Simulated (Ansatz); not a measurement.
Mulliken charges of `N=C(N)BF` from PBE/def2-TZVPP in Ansatz (PBE0-D4/def2-TZVP geometry).

```
atom   x (Å)   y (Å)   z (Å)  charge (e)
  N1  -0.020   0.757   1.426      -0.245
  C2  -0.013   0.288   0.231       0.028
  N3  -0.279   1.096  -0.832      -0.265
  B4   0.308  -1.222  -0.055       0.202
  F5   0.205  -1.694  -1.287      -0.191
  H6   0.237   0.024   2.083       0.152
  H7  -0.460   0.694  -1.733       0.177
  H8  -0.607   2.030  -0.653       0.171
  H9   0.630  -1.973   0.819      -0.029
```

Q: By hand: the dipole of these point charges (1 e Å = 4.8032 D).

A: Σ q r = (-0.066, 0.140, -0.013) e Å, of length 0.155 e Å = 0.74 D.

Q: How does the dipole of the full density compare? (An estimate is asked.)

A: Ansatz gave: (-0.079, -0.097, -0.329) e Å, 1.69 D; the point charges give 0.44 times that, at 94° from its direction.

Point charges leave out the atoms' own dipoles, such as those of lone pairs, and Mulliken's split depends on the basis, so the two needn't agree.
